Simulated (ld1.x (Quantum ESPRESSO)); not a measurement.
What one change does to a pseudopotential (tantalum (Ta), TM)

```
Element                 : tantalum
Generator               : ld1.x (Quantum ESPRESSO) 7.5
Type                    : norm-conserving Troullier–Martins (Kleinman–Bylander form)
Functional              : LDA (PZ)
Relativity              : fully relativistic
Frozen core             : [Xe] 4f14
Valence charge          : 5
Reference configuration : 5d3 6s1.75 6p0.25
Partial waves           : 6p (bound): rc 4.00 bohr; 5d (bound): rc 2.25 bohr; 6s (bound): rc 2.35 bohr
Local potential         : the s channel
Core correction         : none
```

Open shells are filled in proportion to 2j + 1 (rel_dist='average').

All-electron outer shells of the reference configuration (LDA (PZ), scalar-relativistic, ld1.x):

| shell | level (eV) | outermost node (bohr) | outermost maximum (bohr) |
| --- | --- | --- | --- |
| 5p | -39.96 | 0.58 | 1.13 |
| 4f | -25.33 | – | 0.44 |
| 6s | -5.89 | 1.32 | 2.74 |
| 5d | -4.13 | 0.65 | 1.58 |
| 6p | -1.69 | 1.59 | 3.85 |

Change: scalar-relativistic.

Cutoffs: the cutoffs (Ry, on a coarse ladder) from which the occupation-weighted sum of valence levels, in a spherical-Bessel basis at the reference potential, stays within 10 and 1 mRy of its value at 400 Ry; they do not see the model core or the augmentation charge, which bear on the density cutoff. Errors are all-electron minus pseudo energies relative to the spin-unpolarised reference configuration.

Q: How do hardness, ghosts and transferability respond?

A: The potential gets neither clearly harder nor softer (30 Ry and 35 Ry → 30 Ry and 35 Ry); the number of tests with a reliable result goes from 7 to 9; of the 7 tests that both files solve, the error grows in 1 and shrinks in 3 by more than 15 % and 0.3 meV (median size 7.3 → 4.3 meV); neither file shows a bound ghost.

| quantity | base | changed |
| --- | --- | --- |
| cutoff, loose | 30 Ry | 30 Ry |
| cutoff, tight | 35 Ry | 35 Ry |
| loose cutoff by channel (10 mRy a level) | p 6 Ry, d 25 Ry, s 6 Ry | p 6 Ry, d 21 Ry, s 6 Ry |
| bound ghosts | none | none |
| error for 5d3 6s2 6p0, meV [ΔE -1.03 → -1.04 eV] | +0.2 | +0.4 |
| error for 5d3 6s1 6p0, meV [ΔE 7.67 → 7.66 eV] | +7.3 | +4.3 |
| error for 5d3 6s0 6p0, meV [ΔE 22.98 → 22.97 eV] | +56 | +48 |
| error for 5d2 6s0 6p0, meV [ΔE 46.90 eV] | +120 | +110 |
| error for 5d3 6s1.5 6p0, meV [ΔE 2.53 → 2.52 eV] | +0.8 | -0.4 |
| error for 5d3 6s1 6p1, meV [ΔE 3.19 → 3.22 eV] | +2.4 | +1.6 |
| error for 5d4 6s1 6p0, meV [ΔE 1.05 eV] | -11 | -15 |
| s: phases at 4.33 bohr within 0.05 rad from the reference energy up to (Ry; the scan ends near 5) | 0.7 | 0.7 |
